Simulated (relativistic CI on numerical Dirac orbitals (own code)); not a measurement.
**Fe4+ (3d4) in a crystal field**

Calculated by Dirac-Coulomb-Breit CI, separate exchange-only KLI orbitals for each configuration, QED by a radiative potential, valence Slater integrals scaled by 0.85, one configuration in a parametric crystal field (own radial code).

Field parameters in Wybourne normalisation: D3d B²₀ = −7Dσ, B⁴₀ = −14Dq − 21Dτ, B⁴₃ = −14√(10/7) Dq; D4h B²₀ = −7Ds, B⁴₀ = 21(Dq − Dt), B⁴₄ = 21√(5/14) Dq; Oh B⁴₀ = 21Dq, B⁴₄ = √(5/14) B⁴₀. The field is a parameter set, without covalency.

S and J are read from ⟨S²⟩ = S(S + 1) and ⟨J²⟩ = J(J + 1) of each level; they are not fictitious spins.

Oh, 10Dq = 19200 cm⁻¹, the lowest 10 levels:

| E (cm⁻¹) | Degeneracy | Irrep | S | J |
| --- | --- | --- | --- | --- |
| 0.0 | 1 | A1 | 1.99 | 2.92 |
| 29.2 | 3 | T1 | 1.99 | 2.94 |
| 57.4 | 2 | E | 2.00 | 2.96 |
| 79.1 | 3 | T2 | 2.00 | 2.98 |
| 101 | 1 | A2 | 2.00 | 3.00 |
| 7325 | 1 | A1 | 1.01 | 4.52 |
| 7578 | 3 | T1 | 1.01 | 4.35 |
| 7969 | 3 | T2 | 1.00 | 3.93 |
| 7995 | 2 | E | 1.00 | 3.90 |
| 18990 | 1 | A1 | 1.99 | 2.50 |

D3d, 10Dq = 39650, Dσ = 310, Dτ = -100 cm⁻¹, the lowest 16 levels:

```
E (cm⁻¹)  Degeneracy  Irrep     S     J
     0.0           1     A1  1.00  4.47
     289           2      E  1.00  4.28
     319           1     A2  1.00  4.27
     801           2      E  1.00  3.84
     806           2      E  1.00  3.86
     808           1     A1  1.00  3.85
   12146           1     A2  2.00  2.98
   12148           1     A1  2.00  2.97
   12156           2      E  2.00  2.98
   12164           2      E  2.00  2.98
   12169           1     A2  2.00  2.98
   12178           2      E  2.00  3.00
   12180           1     A1  2.00  2.98
   13702           1     A1  0.01  4.61
   13861           2      E  0.01  4.57
   15562           2      E  0.00  4.71
```

D4h, 10Dq = 27750, Ds = 2290, Dt = -140 cm⁻¹, the lowest 16 levels:

```csv
E (cm⁻¹),Degeneracy,Irrep,S,J
0.0,1,A1,1.66,3.52
25.0,1,A2,1.68,3.48
273,2,E,1.80,3.26
384,1,B1,1.90,3.11
1288,1,A1,1.46,3.84
1309,1,B2,1.00,3.89
1309,2,E,1.29,3.88
1328,1,A2,1.43,3.86
1449,1,B1,1.16,3.77
7901,1,A1,1.27,3.84
7959,2,E,1.23,3.91
8992,1,B2,2.00,2.99
8992,1,B1,2.00,2.99
9219,2,E,1.84,3.24
9278,1,A1,1.81,3.27
11546,1,A1,0.01,4.67
```

D4h, 10Dq = 18500, Ds = 2780, Dt = 360 cm⁻¹, the lowest 10 levels:

| E (cm⁻¹) | Degeneracy | Irrep | S | J |
| --- | --- | --- | --- | --- |
| 0.0 | 1 | A1 | 2.00 | 2.93 |
| 0.2 | 1 | A2 | 2.00 | 2.93 |
| 25.4 | 2 | E | 2.00 | 2.97 |
| 33.8 | 1 | B1 | 2.00 | 2.98 |
| 12853 | 1 | A1 | 1.97 | 2.95 |
| 12867 | 2 | E | 1.98 | 2.95 |
| 12894 | 1 | B2 | 1.97 | 3.00 |
| 12895 | 1 | B1 | 1.98 | 3.00 |
| 14399 | 1 | A1 | 1.04 | 4.31 |
| 14425 | 1 | A2 | 1.00 | 4.34 |

D3d, 10Dq = 35050, Dσ = -300, Dτ = -470 cm⁻¹, the lowest 10 levels:

```json
{"E (cm⁻¹)": "0.0", "Degeneracy": "1", "Irrep": "A1", "S": "1.01", "J": "4.31"}
{"E (cm⁻¹)": "74.8", "Degeneracy": "1", "Irrep": "A2", "S": "1.01", "J": "4.27"}
{"E (cm⁻¹)": "300", "Degeneracy": "2", "Irrep": "E", "S": "1.01", "J": "4.09"}
{"E (cm⁻¹)": "564", "Degeneracy": "2", "Irrep": "E", "S": "1.00", "J": "3.87"}
{"E (cm⁻¹)": "4465", "Degeneracy": "2", "Irrep": "E", "S": "1.04", "J": "4.03"}
{"E (cm⁻¹)": "4483", "Degeneracy": "1", "Irrep": "A1", "S": "1.03", "J": "4.02"}
{"E (cm⁻¹)": "7475", "Degeneracy": "1", "Irrep": "A2", "S": "2.00", "J": "2.99"}
{"E (cm⁻¹)": "7488", "Degeneracy": "1", "Irrep": "A1", "S": "2.00", "J": "2.96"}
{"E (cm⁻¹)": "7492", "Degeneracy": "2", "Irrep": "E", "S": "2.00", "J": "2.98"}
{"E (cm⁻¹)": "7507", "Degeneracy": "2", "Irrep": "E", "S": "2.00", "J": "2.98"}
```

The free-ion ground term has S = 2. The field overcomes the spin-pairing energy for D3d, 10Dq = 39650, Dσ = 310, Dτ = -100 cm⁻¹; D3d, 10Dq = 35050, Dσ = -300, Dτ = -470 cm⁻¹, where the ground state has lower spin; these fields are assumed values.

Levels of this model without a field, named by their leading LS term: 5D_0 0, 5D_1 138, 5D_2 403, 5D_3 778, 5D_4 1243, 3H_4 22796, 3H_5 23061, 3H_6 23333 cm⁻¹.
